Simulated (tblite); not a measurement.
What does the GFN2-xTB structure of `C[Si@@H](P)C#CC(C)(C)C` look like in three dimensions?

```xyz
24
C7H15PSi angstrom
C      2.7230   -2.3611    1.2703
Si     1.6227   -1.0030    2.0215
P      2.9562    0.6949    2.6830
C      0.3810   -0.4362    0.7729
C     -0.3962    0.0149   -0.0324
C     -1.3483    0.5500   -0.9963
C     -1.0862    2.0525   -1.1597
C     -1.1622   -0.1690   -2.3377
C     -2.7683    0.3167   -0.4663
H      3.2559   -2.0033    0.3936
H      2.1277   -3.2178    0.9716
H      3.4625   -2.7008    1.9902
H      0.9002   -1.4852    3.2103
H      3.1794    1.1811    1.4076
H      1.9119    1.5760    2.8935
H     -1.7879    2.4795   -1.8732
H     -1.2031    2.5644   -0.2068
H     -0.0744    2.2263   -1.5199
H     -1.3292   -1.2378   -2.2225
H     -0.1532   -0.0185   -2.7153
H     -1.8692    0.2184   -3.0685
H     -2.9524   -0.7465   -0.3287
H     -3.4982    0.7099   -1.1711
H     -2.9035    0.8144    0.4914
```

Orientation and origin are arbitrary. Atoms count from 1 in this order. The 2 C–Si bonds span 1.850 Å (Si2–C4, drawn single) to 1.903 Å (C1–Si2, drawn single), a spread of 0.053 Å. P3 (three-coordinate phosphorus) is pyramidal (angles 95.1°, 94.5° and 92.2°, sum 281.8°, 0.84 Å off the plane of its three neighbours). The C–C distances run from 1.207 Å (C4≡C5, drawn triple) to 1.534 Å (C6–C7, drawn single), a spread of 0.327 Å. Si2 (SiH silicon) is tetrahedral (angles from 107.4° to 111.6°).

Bonds between heavy atoms (Å): C1–Si2 1.903, Si2–P3 2.258, Si2–C4 1.850, C4≡C5 1.207, C5–C6 1.457, C6–C7 1.534, C6–C8 1.533, C6–C9 1.534.

Computed geometry: GFN2-xTB, gas phase.

Point group: C1 (no symmetry element, even within 0.4 Å). Its lowest GFN2-xTB frequency is 1i cm⁻¹, too small to tell a flat minimum from a shallow saddle. The numbers are those of one conformer (C1–Si2–P3–H 76° and 168°). 2 starts were optimised and ended at 0.00 and 0.17 kcal/mol (GFN2-xTB); the lowest of these is shown.
